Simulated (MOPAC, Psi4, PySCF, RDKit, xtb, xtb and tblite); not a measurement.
Two geometries of SMILES [SiH3][CH2][GeH3] (CH8GeSi), relaxed at GFN2-xTB with one dihedral held; other torsions can differ between them too.

Structure A

```
11

Si    -1.6250     0.3519     0.0547
C     -0.1017    -0.7465    -0.2546
Ge    -0.3000    -1.9398    -1.8005
H     -2.8482    -0.3216    -0.3894
H     -1.7097     0.6541     1.4863
H     -1.4717     1.5948    -0.7066
H      0.0898    -1.3651     0.6228
H      0.7824    -0.1249    -0.3939
H     -0.5348    -1.1855    -3.0709
H      0.9226    -2.7853    -2.0102
H     -1.4542    -2.8755    -1.6254
```

Structure B

```
11

Si    -1.6205     0.3633     0.0393
C     -0.0938    -0.7281    -0.2590
Ge     0.2082    -1.1347    -2.1549
H     -2.8169    -0.3179    -0.4609
H     -1.7502     0.5951     1.4814
H     -1.4528     1.6431    -0.6533
H     -0.2011    -1.6657     0.2868
H      0.7935    -0.2351     0.1388
H      0.4315     0.1043    -2.9627
H      1.4141    -2.0077    -2.3487
H     -0.9539    -1.8535    -2.7636
```

Which is lower in energy at the level DF-MP2 (frozen core)/cc-pVTZ // GFN2-xTB (Psi4), and by how much?

B is lower, by 0.62 kcal/mol (dihedral H4–Si1–C2–Ge3: 30° in A, 60° in B).

E(B) − E(A) in kcal/mol at the other levels, on the same two geometries: GFN2-xTB (xtb and tblite) -0.53; B3LYP/def2-TZVP // GFN2-xTB (Psi4) -0.54; B3LYP-D3(BJ)/def2-TZVP // GFN2-xTB (Psi4) -0.56; PBE/def2-TZVP // GFN2-xTB (Psi4) -0.54; PBE-D3(BJ)/def2-TZVP // GFN2-xTB (Psi4) -0.55; wB97X-D/def2-TZVP // GFN2-xTB (Psi4) -0.55; HF/cc-pVTZ // GFN2-xTB (Psi4) -0.57; UFF // GFN2-xTB (RDKit) -0.95; PM6, restricted, heats of formation // GFN2-xTB (MOPAC) 0.11; PM7, restricted, heats of formation // GFN2-xTB (MOPAC) -0.71; GFN1-xTB // GFN2-xTB (xtb) -0.54; restricted B3LYP/6-31G*, spherical d // GFN2-xTB (PySCF) -0.55; restricted B3LYP/LANL2DZ, with its core potentials past Ne // GFN2-xTB (PySCF) -0.41; restricted Hartree-Fock/STO-3G // GFN2-xTB (PySCF) -0.76; restricted M06-2X/6-31G*, spherical d // GFN2-xTB (PySCF) -0.50.
